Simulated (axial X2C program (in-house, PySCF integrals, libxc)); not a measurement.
Nuclear properties of HfCN

Calculated with an in-house all-electron X2C program for linear molecules (integrals from PySCF): two-component X2C with atomic mean-field Coulomb and Gaunt terms, Gaussian nuclei, basis Hf dyall-v3z, C dyall-v3z, N dyall-av3z with contracted cores.

Hf–C–N held linear, with bonds 2.181 and 1.160 Å (near the PBE0 minimum at charge 0 of the determinant lowest at the starting distance; the state shown can have its own minimum elsewhere, held linear; other orders of the atoms were not compared).

Input and command:
```json
{"zs": [72, 6, 7], "q": 0, "bas": ["dyall-v3z", "dyall-v3z", "dyall-av3z"], "r0": [2.22, 1.16], "symm": 0, "scan": ["PBE0", "HF", "PBE"], "levels": ["PBE0", "HF", "PBE"], "nst": 2}
```
```bash
python solin.py task.json out
```

Keys: zs atomic numbers; q charge; bas basis sets; r0 starting distance in Å; symm equal bonds; scan levels of the two-bond scan; levels methods; nst determinants followed.

Determinant lowest in the PBE0 search, Ω = 3/2 (⟨Sz⟩ = -0.35, ⟨Lz⟩ = 1.85 at PBE0), spin on the atoms Hf -0.37, C 0.01, N 0.01:

```json
{"level": "PBE0", "Eeff magnitude (GV/cm)": "19.7", "Ws magnitude Hf (kHz)": "12.4", "A∥/gI Hf (MHz)": "725", "qzz Hf (a.u.)": "-4.03", "A∥/gI C (MHz)": "8.57", "qzz C (a.u.)": "-0.59", "A∥/gI N (MHz)": "2.32", "qzz N (a.u.)": "-1.24", "μ (D)": "-4.36"}
{"level": "HF", "Eeff magnitude (GV/cm)": "74.9", "Ws magnitude Hf (kHz)": "48.7", "A∥/gI Hf (MHz)": "64.9", "qzz Hf (a.u.)": "-6.26", "A∥/gI C (MHz)": "6.54", "qzz C (a.u.)": "-0.69", "A∥/gI N (MHz)": "2.44", "qzz N (a.u.)": "-1.42", "μ (D)": "-3.76"}
{"level": "PBE", "Eeff magnitude (GV/cm)": "11", "Ws magnitude Hf (kHz)": "6.78", "A∥/gI Hf (MHz)": "741", "qzz Hf (a.u.)": "-3.27", "A∥/gI C (MHz)": "6.02", "qzz C (a.u.)": "-0.56", "A∥/gI N (MHz)": "3.59", "qzz N (a.u.)": "-1.18", "μ (D)": "-4.25"}
```

Determinant 0.07 eV from it at PBE0 and this distance, Ω = 1/2 (⟨Sz⟩ = -0.49, ⟨Lz⟩ = 0.99 at PBE0), spin on the atoms Hf -0.48, C 0.04, N -0.05:

| level | Eeff magnitude (GV/cm) | Ws magnitude Hf (kHz) | A∥/gI Hf (MHz) | qzz Hf (a.u.) | A∥/gI C (MHz) | qzz C (a.u.) | A∥/gI N (MHz) | qzz N (a.u.) | μ (D) |
| --- | --- | --- | --- | --- | --- | --- | --- | --- | --- |
| PBE0 | 4.77 | 8.39 | 773 | -8.50 | 19.2 | -0.59 | 69.6 | -1.18 | -5.23 |
| HF | 47.1 | 91.4 | 826 | -9.94 | 39.4 | -0.69 | 48.6 | -1.36 | -4.97 |
| PBE | 4.85 | 8.6 | 760 | -7.84 | 23.1 | -0.55 | 77.8 | -1.12 | -5.04 |

Eeff is the effective electric field on the electron electric dipole moment in this Ω state and Ws the scalar–pseudoscalar constant of the nucleus named (defined with the proton number Z and per Ω); A∥ (defined per Ω) follows by multiplying with gI = μI/(I μN); qzz is the electric field gradient, eQq0 = 234.96 MHz × Q/barn × qzz; μ is positive if the N end (last atom) is positive. The operators were transformed with the bare-nucleus X2C matrices; with these basis sets, hyperfine constants and field gradients can be off by tens of per cent, and where levels differ in sign neither size nor sign is settled.

Task: With Q(177Hf) = 3.365 barn, gI(13C) = 1.4048, gI(14N) = 0.4038, Q(14N) = 0.02044 barn (g factors from the IAEA table of nuclear moments by Stone; Q from Pyykkö, Mol. Phys. 2018), turn the PBE0 values of the first state into constants in MHz.

Result: eQq0(177Hf) = 234.96 × (3.365) × (-4.03) = -3190 MHz; A∥(13C) = 8.57 × 1.4048 = 12 MHz; A∥(14N) = 2.32 × 0.4038 = 0.937 MHz; eQq0(14N) = 234.96 × (0.02044) × (-1.24) = -5.96 MHz.

The molecule was held linear; bending was not examined, so a bent shape may lie lower.

Each state is one determinant with collinear spin. Unrestricted Hartree–Fock can overshoot spin polarisation at the nuclei. In the state Ω = 1/2 the sign of Eeff differs between levels (HF against PBE0). Where Eeff spreads by more than a factor of two the levels disagree and none is to be relied on. At PBE a later determinant lies lower. States lie within half an eV, so the first need not be the ground state. The sign of Ws at Hf differs between levels in the second state. Where a field gradient or hyperfine factor spreads by more than a factor of two over the levels, a constant derived from it is not to be relied on. PBE0 term energies can be off by some tenths of an eV.
